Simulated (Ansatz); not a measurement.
MoF5, SMILES [F][Mo+]([F])([F])([F])[F], charge +1, multiplicity 1.

Geometry optimised at PBE0-D3(BJ)/def2-SVP. The spin state was assumed, not searched. The isomer is the one that the SMILES or the coordinates give; other isomers of the formula were not compared. The def2 effective core potentials stand for the cores of Mo; spin–orbit coupling is left out.

Two levels are set side by side: PBE/def2-SVPD (Ansatz, an electronic-structure program) and CAM-B3LYP/def2-SVPD (Ansatz). Energy differences of separate SCF runs at the same geometry; the states with an electron removed or added have multiplicity 2 and 2. Differences are taken from unrounded values.

```json
[
 {"quantity": "vertical ionisation energy (eV)", "CAM-B3LYP": "22.32"},
 {"quantity": "vertical electron affinity (eV)", "CAM-B3LYP": "10.08"},
 {"quantity": "vertical singlet–triplet gap (eV)", "CAM-B3LYP": "4.88"}
]
```

**Question.** What does PBE give, and how far is it from CAM-B3LYP? (The exact figures need the calculation; the answer reports its results.)

**Answer.** 
```json
[
 {"quantity": "vertical ionisation energy (eV)", "PBE": "21.02", "PBE minus CAM-B3LYP": "-1.30"},
 {"quantity": "vertical electron affinity (eV)", "PBE": "8.86", "PBE minus CAM-B3LYP": "-1.22"},
 {"quantity": "vertical singlet–triplet gap (eV)", "PBE": "4.73", "PBE minus CAM-B3LYP": "-0.15"}
]
```
